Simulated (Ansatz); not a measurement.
CHCl, SMILES `[CH]Cl` (triplet; the order of the spin states depends on the level) (charge 0, multiplicity 3). This triplet lies 0.28 eV above the relaxed singlet at the level composite: frozen-core CCSD(T) with HF/cc-pVQZ and the correlation energy extrapolated as X^-3 from cc-pVTZ and cc-pVQZ, plus CCSDT(Q) minus CCSD(T) in cc-pVDZ // PBE0-D3(BJ)/def2-TZVP (Ansatz, an electronic-structure program); other levels give the other order.

Cartesian coordinates (Å):
SMILES: [CH]Cl
```xyz
3

C     -0.2377     0.3670     0.0000
Cl     1.3444    -0.0873     0.0000
H     -1.1068    -0.2797     0.0000
```
Charge 0, spin multiplicity 3.

Frozen-core energies in cc-pVDZ from Ansatz at a geometry from PBE0-D3(BJ)/def2-TZVP; the HF reference has <S^2> = 2.02 and the T1 diagnostic is 0.020.

```
level     energy (Ha)  difference from CCSDT(Q) (mHa)
--------  -----------  ------------------------------
HF         -497.85037                          257.49
MP2        -498.07349                           34.37
CCSD       -498.10062                            7.24
CCSD(T)    -498.10666                            1.20
CCSDT      -498.10741                            0.45
CCSDT(Q)   -498.10786                            0.00
```
